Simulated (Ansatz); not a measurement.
Relaxation of FH₅OSn (8 atoms, charge 0, multiplicity 1), to a largest force component of 0.03 eV/Å in at most 50 steps.

Theory: RKS PBE0/def2-SVP (Ansatz 0.2.0).

```xyz
8
Properties=species:S:1:pos:R:3:forces:R:3
Sn 0.232 0.041 -0.085 -0.03 0.07 0.13
H 0.124 0.246 1.638 0.04 -0.02 0.03
H 1.870 -0.146 -0.525 -0.03 -0.10 -0.04
H -0.503 1.403 -0.812 -0.04 -0.01 -0.09
O -0.700 -1.656 -0.525 0.11 0.02 -0.04
H -1.561 -1.657 -0.086 0.00 0.07 0.00
F -2.420 -0.303 1.426 -0.19 -0.06 -0.09
H -1.665 -0.163 1.944 0.15 0.03 0.10
```

Task: Where does it end, and by what steps?

Result: The forces met the threshold. The force dipped under the threshold on the way, but the program's further checks kept it going. After 35 steps the energy has fallen by 0.442 eV; H8 moved furthest, 1.02 Å.

```tsv
step	energy less start (eV)	largest force component (eV/Å)	accepted
0	0.0000	0.194	yes
2	-0.0052	0.417	yes
4	-0.0118	0.024	yes
6	-0.0132	0.081	yes
8	-0.0137	0.024	yes
10	-0.0143	0.125	yes
12	-0.0153	0.169	yes
14	-0.0168	0.101	yes
16	-0.0130	0.752	no
18	-0.0217	0.257	yes
20	-0.0161	0.861	no
22	-0.0461	0.372	yes
24	-0.0926	1.451	yes
26	-0.2923	0.352	yes
28	-0.3789	0.388	yes
30	-0.4218	0.842	yes
32	-0.4409	0.052	yes
34	-0.4422	0.040	yes
35	-0.4425	0.007	yes
```

```xyz
8
Properties=species:S:1:pos:R:3
Sn 0.233 0.190 0.133
H 0.720 0.551 1.718
H 1.537 -0.350 -0.846
H -0.671 1.396 -0.666
O -0.927 -1.464 0.348
H -1.112 -1.931 -0.475
F -2.373 0.075 1.602
H -2.030 -0.703 1.163
```

Whether the end is a true minimum wasn't checked by a vibrational analysis.

Time of the run: 2 min on 1 thread of Arm Neoverse V2, with other jobs on the host, peak memory 0.16 GiB.
